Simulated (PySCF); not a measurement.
Field gradients from PBE0/pcSseg-1 densities (PySCF, non-relativistic) at GFN2-xTB geometries, isolated species, one conformer each; χzz is the principal value of largest magnitude, with Q(14N) = 0.02044 b, Q(35Cl) = −0.0817 b. GFN2-xTB bond lengths can be off by several hundredths of an ångström, more for odd bonds, and the gradients follow them. With a basis this small, the couplings can be 20 % off.

Problem. Rank these 14N sites by the size of the quadrupole coupling, smallest first.
A. The secondary amine nitrogen of `CC1=C[C@@H]([SiH3])NC1`
B. The imine nitrogen of `C=N[C@@H]1[C@@H]2C=CC[C@@H]21`
C. The nitrogen bridging silicon atoms of `CC[C@@H]1[SiH2][Si@@H](N[SiH3])[C@@H]1F`
D. N1 (nitrile nitrogen) in `[N:1]#[C:2][c:3]1[cH:4][n:5]([SiH3:6])[cH:7][n:8]1`
E. The silicon-bound nitrogen of `C#CC[C@@H](C)N[SiH3]`

Solution. C (3.708 MHz), D (4.651 MHz), E (4.959 MHz), B (5.706 MHz), A (6.031 MHz).

Problem. These 35Cl couplings (χzz in MHz, η) are listed in rising order: (-71.26, 0.05); (-42.61, 0.03); (-40.81, 0.03). Assign them to: the silicon-bound chlorine of `[SiH3]C[Si@H](Cl)[SiH2][SiH3]`; the alkyl chlorine of `CC(C)([SiH3])Cl`; the silicon-bound chlorine of `[SiH3][SiH2]C[SiH2][SiH2]Cl`.

Solution. -71.26 MHz, η 0.05: the alkyl chlorine of `CC(C)([SiH3])Cl`; -42.61 MHz, η 0.03: the silicon-bound chlorine of `[SiH3][SiH2]C[SiH2][SiH2]Cl`; -40.81 MHz, η 0.03: the silicon-bound chlorine of `[SiH3]C[Si@H](Cl)[SiH2][SiH3]`.

All sites together:

| nucleus | site | Vzz (au) | η | χzz (MHz) |
| --- | --- | --- | --- | --- |
| 14N | N1 (nitrile nitrogen) in [N:1]#[C:2][c:3]1[cH:4][n:5]([SiH3:6])[cH:7][n:8]1 | -0.968 | 0.19 | -4.651 |
| 14N | the secondary amine nitrogen of CC1=C[C@@H]([SiH3])NC1 | -1.256 | 0.17 | -6.031 |
| 14N | the nitrogen bridging silicon atoms of CC[C@@H]1[SiH2][Si@@H](N[SiH3])[C@@H]1F | -0.772 | 0.35 | -3.708 |
| 14N | the imine nitrogen of C=N[C@@H]1[C@@H]2C=CC[C@@H]21 | -1.188 | 0.46 | -5.706 |
| 14N | the silicon-bound nitrogen of C#CC[C@@H](C)N[SiH3] | -1.033 | 0.35 | -4.959 |
| 35Cl | the silicon-bound chlorine of [SiH3]C[Si@H](Cl)[SiH2][SiH3] | 2.126 | 0.03 | -40.81 |
| 35Cl | the alkyl chlorine of CC(C)([SiH3])Cl | 3.712 | 0.05 | -71.26 |
| 35Cl | the silicon-bound chlorine of [SiH3][SiH2]C[SiH2][SiH2]Cl | 2.219 | 0.03 | -42.61 |
